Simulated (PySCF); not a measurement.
C3H8BNO, SMILES C[C@H]1COB1N. Atoms are numbered in the order given.

```xyz
14

C     -1.5450    -1.1851     0.6552
C     -0.6791    -0.4834    -0.3884
C     -0.8617     1.0473    -0.5554
O      0.5235     1.3716    -0.2393
B      0.7920     0.0244    -0.0297
N      2.0133    -0.5256     0.3812
H     -1.2073    -2.2220     0.8157
H     -1.4956    -0.6697     1.6287
H     -2.6057    -1.2268     0.3529
H     -0.7451    -1.0053    -1.3580
H     -1.1198     1.3982    -1.5683
H     -1.5425     1.5138     0.1771
H      2.8342     0.0419     0.5636
H      2.1556    -1.5186     0.5145
```
Charge 0, spin multiplicity 1.

Coordinates come from a TPSSh-D3(BJ)/def2-SVP optimisation. The structure was generated by enumeration; whether it is a known compound was not checked. Other conformers were not sampled.

Method: PBE/def2-TZVP (PySCF).

ESP charges are fitted to the potential on shells at 1.4 to 2.0 van der Waals radii. Atomic charges (e):

```tsv
atom	Mulliken	ESP fit	IAO	Löwdin
C1	-0.38	-0.50	-0.42	-0.29
C2	-0.18	0.14	-0.29	-0.20
C3	0.00	-0.12	-0.05	-0.20
O4	-0.28	-0.37	-0.43	0.33
B5	0.23	0.56	0.37	-0.84
N6	-0.46	-1.14	-0.58	0.05
H7	0.11	0.12	0.14	0.12
H8	0.12	0.13	0.14	0.13
H9	0.11	0.11	0.14	0.12
H10	0.09	0.00	0.14	0.16
H11	0.09	0.08	0.14	0.12
H12	0.09	0.10	0.13	0.12
H13	0.23	0.46	0.28	0.18
H14	0.23	0.42	0.28	0.18
```

Computed Mayer and Wiberg (Löwdin basis) orders of the bonds:
| bond | Mayer | Wiberg |
|---|---|---|
| C1–C2 | 0.96 | 1.25 |
| C2–C3 | 1.00 | 1.11 |
| C3–O4 | 0.97 | 1.29 |
| C2–B5 | 1.01 | 1.07 |
| O4–B5 | 1.24 | 1.76 |
| B5–N6 | 1.35 | 1.83 |
| C1–H7 | 0.97 | 0.90 |
| C1–H8 | 0.97 | 0.90 |
| C1–H9 | 0.96 | 0.90 |
| C2–H10 | 0.92 | 0.78 |
| C3–H11 | 0.93 | 0.89 |
| C3–H12 | 0.93 | 0.88 |
| N6–H13 | 0.90 | 0.89 |
| N6–H14 | 0.92 | 0.90 |
